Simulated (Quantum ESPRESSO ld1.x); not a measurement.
Task: The mean radii <r> (bohr) of the occupied orbitals of an atom or ion are listed with their occupations. All-electron calculation, scalar-relativistic Kohn-Sham, relativistic LDA (MacDonald-Vosko exchange, VWN5 correlation), spin-unpolarised, spherical densities, point nucleus. Program: ld1.x of Quantum ESPRESSO 7.5.

| orbital | occ. | <r> |
|---|---|---|
| 1s | 2 | 0.01772 |

Name the element and its charge.

Result: Z = 76, osmium, charge +74: Os74+ in [He]. The 1s radius gives Z: for a bare nucleus <r> = (2 gamma + 1)/(2Z) with gamma = sqrt(1 - (Z/c)^2), 0.01753 bohr for Z = 76, and screening makes it slightly larger (0.01772 here). The occupations add up to 2, and the charge is Z minus that.
